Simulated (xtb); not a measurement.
H5Si, SMILES [SiH5-], charge -1. All values are semi-empirical tight-binding results from xtb (GFN2-xTB unless named), good for trends rather than for accurate numbers. Geometry: GFN2-xTB.

Optimised geometry:

```xyz
6

Si     0.0000     0.0000     0.0000
H      0.0000     0.0000     1.6422
H      0.0000     0.0000    -1.6422
H      1.4911     0.0000     0.0000
H     -0.7455     1.2913     0.0000
H     -0.7455    -1.2913     0.0000
```
Charge -1, spin multiplicity 1.

```json
{
 "point_group_as_xtb_finds_it": "D3h",
 "orbital_gap": "6.11 eV",
 "zero_point_energy": "19.7 kcal/mol",
 "G − E(el) at 298.15 K (modified RRHO)": "6.8 kcal/mol",
 "static polarisability (D4 model)": "54.1 bohr³",
 "solvation energy, GFN2-xTB/ALPB(water)": "-69.9 kcal/mol",
 "solvation energy, GFN2-xTB/ALPB(acetone)": "-61.4 kcal/mol"
}
```

Give the atomic charges. (An estimate is asked for; the answer gives what the named calculation found.)

charges (e) Si1 0.40, H2 -0.32, H3 -0.32, H4 -0.25, H5 -0.25, H6 -0.25.
